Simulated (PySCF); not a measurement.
Compound: C4H9O3 (doublet state).
SMILES with atom numbers: `[CH3:1][O:2][C@H:3]([CH3:4])[C:5]([OH:6])[OH:7]` (hydrogens: H8, H9, H10 on C1; H11 on C3; H12, H13, H14 on C4; H15 on O6; H16 on O7)

Cartesian coordinates in Å at the GFN2-xTB level; atoms count from 1:
```xyz
16
C4H9O3 angstrom
C      1.9396   -0.9294    0.6168
O      1.1373    0.2195    0.7458
C      0.0718    0.2725   -0.1904
C     -0.4596    1.7133   -0.2041
C     -0.9905   -0.7188    0.2222
O     -2.0317   -0.9038   -0.6481
O     -1.3732   -0.6885    1.5516
H      2.4509   -0.9446   -0.3527
H      2.6772   -0.8852    1.4160
H      1.3399   -1.8417    0.7124
H      0.4273    0.0080   -1.1971
H     -0.8171    1.9861    0.7856
H     -1.2753    1.7842   -0.9174
H      0.3377    2.3940   -0.4893
H     -2.8075   -1.1445   -0.1271
H     -0.6345   -0.3123    2.0485
```

The hyperfine couplings belong to this conformer and change with its torsions.

Theory: UKS B3LYP, pcH-1 on C H O, non-relativistic, mean-field spin-orbit, GIAO in PySCF. The structure is a single GFN2-xTB conformer in the gas phase; no vibrational or solvent corrections. The geometry wasn't refined by DFT: couplings that depend on bond lengths, twists or pyramidal angles can differ widely from those at the functional's own minimum. The SCF solution wasn't tested for stability.

Principal values of hyperfine tensors in MHz (contact and dipolar terms together), for some of the nuclei:

```
atom  isotope      A1      A2      A3
  C5      13C  204.28  204.76  422.02
  O7      17O  -85.19  -13.19  -11.16
  C4      13C   26.96   27.12   40.47
 H11       1H    8.26   10.32   26.78
  C3      13C    6.16    7.06   22.13
 H14       1H    7.37    9.83   15.04
  O2      17O  -10.59   -9.34   -9.06
 H15       1H  -19.49  -15.86    9.85
```

(1) Split each tensor into its isotropic and traceless parts, and turn a_iso into mT with g = 2.0032.

(2) What spin density at the nucleus of H11 lies behind its contact coupling (g_N = 5.58569)?

(3) O6 (17O, g_N = -0.75752) isn't in the table. Its spin density at the nucleus is 0.05475 bohr⁻³. What is its contact coupling?

(4) Which nucleus of the table has the largest anisotropic coupling, and what is its form?

(5) What first-order splitting does O7 cause when the field lies along A1, A2 or A3 of its tensor (g taken as isotropic, no quadrupole term)?

## Answers

(1) a_iso is a third of the trace, T = A − a_iso, and a(mT) = a(MHz)/(g × 13.996).

| atom | a_iso (MHz) | a_iso (mT) | T1 | T2 | T3 |
| --- | --- | --- | --- | --- | --- |
| C5 | 277.02 | 9.880 | -72.74 | -72.26 | 145.00 |
| O7 | -36.51 | -1.302 | -48.68 | 23.32 | 25.35 |
| C4 | 31.52 | 1.124 | -4.56 | -4.40 | 8.95 |
| H11 | 15.12 | 0.539 | -6.86 | -4.80 | 11.66 |
| C3 | 11.78 | 0.420 | -5.62 | -4.72 | 10.35 |
| H14 | 10.75 | 0.383 | -3.38 | -0.91 | 4.29 |
| O2 | -9.66 | -0.345 | -0.93 | 0.33 | 0.60 |
| H15 | -8.50 | -0.303 | -10.99 | -7.36 | 18.36 |

(2) a_FC = 800.24 MHz bohr³ × g_N × ρ(0)/(2S). With a_FC = 15.12 MHz and 2S = 1, ρ(0) = 0.003383 bohr⁻³. In magnitude that is 1.1 % of the 1/π = 0.318 of a free hydrogen atom.

(3) By the same relation, a_FC = -33.2 MHz. Its full tensor has the principal values -82.53, -9.83, -7.21 MHz.

(4) C5: -72.7, -72.3, 145.0 MHz, axial, in the ratio −1:−1:+2, the form that spin in one p orbital centred on that nucleus gives.

(5) 6 lines (I = 5/2), spaced by |A_i|/(g × 13.996): 3.04, 0.47, 0.40 mT along the axes of A1, A2 and A3.

On one thread, Arm Neoverse V2 (aarch64), no GPU, shared host, this took 46 s wall (grids of density and orbitals included) and 0.96 GiB of memory at its peak.
